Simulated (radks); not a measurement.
Q: Numerical settings for neutral tin, [Kr] 4d10 5s2 5p2. All-electron calculation, scalar-relativistic Kohn-Sham, PBE, spin-unpolarised, spherical densities, finite nucleus; Fermi nuclear charge, rms radius 4.6519 fm. Program: a radial shooting solver on a logarithmic mesh with Libxc functionals. The defaults (mesh step 0.008 in ln r, mesh end at 40 bohr or more with all orbitals vanishing there, Anderson mixing 0.5 over 9 steps, residual threshold near 1e-9 with the energy settled to 1e-9 hartree or 1e-11 of itself, here a cap of 75 iterations) give E = -6177.0412 hartree and 5p at -3.694 eV in 15 iterations. Run on one thread of a shared host, so times are rough (Arm Neoverse V1): 0.12 s of CPU time, 0.12 s wall, 15 iterations on 2437 mesh points. One setting is changed at a time: mesh step in ln r 0.005; mesh step in ln r 0.03; mesh step in ln r 0.12; mesh end (bohr) 20; mesh end (bohr) 2; residual threshold 0.1; residual threshold 0.01; mixing 0.05; linear mixing, mixing 0.05; linear mixing, mixing 0.5; mixing history 3; iteration cap 2. Which runs fail to converge, and which converge to a wrong energy?

A: Not converged within the cap: mesh step in ln r 0.12; linear mixing, mixing 0.05; iteration cap 2. Settled on a wrong energy, with an occupied level pushed above zero by the early mesh end: mesh end (bohr) 2 (+15.5 hartree). Apart from these: no run marked as converged misses the energy by more than 1 mhartree.
